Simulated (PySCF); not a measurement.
# CBr: frontier orbitals

TPSSh at R = 1.840 Å; basis C pcseg-1, Br pcseg-1; no relativity; PySCF 2.14. State: ²Π (doublet), unpaired electrons π ↑. Only the outer orbitals are listed, counted within each symmetry.

| spin | orbital | occ. | ε (eV) | on C (%) | main shells (%) |
| --- | --- | --- | --- | --- | --- |
| α | 8σ | 1 | -22.76 | 18 | 78 Br s, 14 C s |
| α | 9σ | 1 | -15.73 | 53 | 53 C s, 25 Br p, 20 Br s |
| α | 4π | 1 | -9.91 | 25 | 75 Br p, 25 C p |
| α | 4π | 1 | -9.73 | 15 | 84 Br p, 15 C p |
| α | 10σ | 1 | -9.13 | 62 | 39 Br p, 31 C p, 30 C s |
| α | 5π | 1 | -5.89 | 72 | 72 C p, 26 Br p |
| α | 5π | 0 | -4.13 | 81 | 81 C p, 16 Br p |
| α | 11σ | 0 | 0.08 | 48 | 50 C p, 38 Br p, 12 Br d |
| α | 12σ | 0 | 8.25 | 38 | 43 Br s, 30 C p, 20 Br d |
| β | 8σ | 1 | -22.52 | 13 | 83 Br s, 10 C s |
| β | 9σ | 1 | -14.80 | 48 | 46 C s, 34 Br p, 16 Br s |
| β | 4π | 1 | -9.66 | 12 | 87 Br p, 12 C p |
| β | 4π | 1 | -9.22 | 9 | 91 Br p, 8 C p |
| β | 10σ | 1 | -8.63 | 69 | 37 C s, 32 C p, 31 Br p |
| β | 5π | 0 | -3.61 | 84 | 84 C p, 13 Br p |
| β | 5π | 0 | -2.35 | 86 | 86 C p, 9 Br p |
| β | 11σ | 0 | 0.43 | 49 | 49 C p, 36 Br p, 14 Br d |

Problem. Which are the highest filled and the lowest empty level, where do they sit, and how wide is the gap?

Solution. Highest filled α 5π at -5.89 eV (in %: 72 C p, 26 Br p); lowest empty α 5π at -4.13 eV (in %: 81 C p, 16 Br p); the gap at TPSSh is 1.76 eV. Both belong to one degenerate shell, split only by its one-sided filling, so this is no excitation gap.

| Item | Value |
| --- | --- |
| bond order (Mayer) | 1.49 |
| ⟨S²⟩ | 0.755 |
| charge on C (Mulliken, basis-dependent) | 0.03 |
| charge on C (Löwdin, basis-dependent) | -0.19 |
| dipole moment (positive dipole means C(−)Br(+)) | 1.36 D |

Spin–orbit coupling is left out. The state is the lowest determinant that a PBE0 search found; another state may lie lower at other levels.
